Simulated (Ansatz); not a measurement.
AsH$_{4}$NS (`N[AsH]S`), one more setting.

```yaml
crystal:
  periodic: [false, false, false]
  atoms:
    - {symbol: N, position_ang: [-0.978855, 0.121080, -0.739088]}
    - {symbol: As, position_ang: [-0.169745, -0.044323, 0.903003]}
    - {symbol: S, position_ang: [1.924643, -0.569287, 0.296651]}
    - {symbol: H, position_ang: [-1.978643, -0.013166, -0.695224]}
    - {symbol: H, position_ang: [-0.744493, 0.930199, -1.294716]}
    - {symbol: H, position_ang: [0.283377, 1.402239, 1.114981]}
    - {symbol: H, position_ang: [1.724916, -1.894841, 0.368692]}
basis:
  gaussian: {orbitals: pcseg-2}
hamiltonian: {xc: {name: HSE06}, dispersion: d3bj, pseudopotentials: {relativity: scalar}}
output: {forces: true}
```

```sh
$ ansatz run in.yaml --threads 2 --pin off --events-out ev --progress --plain --max-ram 4352MiB
```

Output, abridged:

```
Functional definition: HSE06
  name "HSE06"
  cite "Heyd, Scuseria & Ernzerhof, J. Chem. Phys. 118, 8207 (2003) doi:10.1063/1.1564060"
  cite "Krukau, Vydrov, Izmaylov & Scuseria, J. Chem. Phys. 125, 224106 (2006) doi:10.1063/1.2404663"
  cite "Heyd & Scuseria, J. Chem. Phys. 120, 7274 (2004) doi:10.1063/1.1668634"
  cite "Ernzerhof & Perdew, J. Chem. Phys. 109, 3313 (1998) doi:10.1063/1.476928"
  cite "Perdew, Burke & Ernzerhof, Phys. Rev. Lett. 77, 3865 (1996) doi:10.1103/PhysRevLett.77.3865"
  parent pbe
  parameter a = 0.25
  parameter omega = 0.11/bohr
  # The whole range is PBE's own exchange, as in plane waves. The composition of these papers is wPBEh.
  exchange = pbe_x - a*pbe_x_sr(omega) + a*exact_x_sr(omega)
  correlation = pbe_c
1043 factors; their error is unknown
69 factors; integrals over basis functions are off by at most 7.1e-7 eV
mean field evaluation 1: about -73773.0502 eV, gradient 6.1e1 eV
mean field evaluation 2: about -73745.3650 eV, gradient 1.1e2 eV
mean field evaluation 4: about -73779.8984 eV, gradient 8.3e0 eV
mean field evaluation 8: about -73780.0863 eV, gradient 1.5e-1 eV
mean field evaluation 16: about -73780.4692 eV, gradient 3.7e-4 eV
mean field -73780.46916499 eV, -2711.3822316150 hartree, gradient 4.1e-5 eV, S^2 0.000000; 0 other end points of the search recorded, 0 dependent functions left out
the calculation of the forces begins
reference -73780.46920652 eV, -2711.3822331413 hartree; 30, 30 occupied and 133, 133 virtual orbitals, 1043 factors
Total energy: -73780.57835224 eV, -2711.3862441728 hartree
Relativity: scalar
Atom 0 at    -0.978855     0.121080    -0.739088 Å, force     0.024869     0.007206     0.011747 eV/Å
Atom 1 at    -0.169745    -0.044323     0.903003 Å, force    -0.008781     0.146502    -0.016155 eV/Å
Atom 2 at     1.924643    -0.569287     0.296651 Å, force     0.019613    -0.048423    -0.001541 eV/Å
Atom 3 at    -1.978643    -0.013166    -0.695224 Å, force     0.034525     0.010523     0.013100 eV/Å
Atom 4 at    -0.744493     0.930199    -1.294716 Å, force    -0.017806    -0.023184     0.029085 eV/Å
Atom 5 at     0.283377     1.402239     1.114981 Å, force    -0.044809    -0.149323    -0.033013 eV/Å
Atom 6 at     1.724916    -1.894841     0.368692 Å, force    -0.007611     0.056699    -0.003223 eV/Å
Dipole moment:    -0.396907     0.122288    -0.011805 e Å
```

It took 4.1 s on 2 threads of an Arm Neoverse V1 on a shared host, with 0.38 GiB of host memory at the peak.
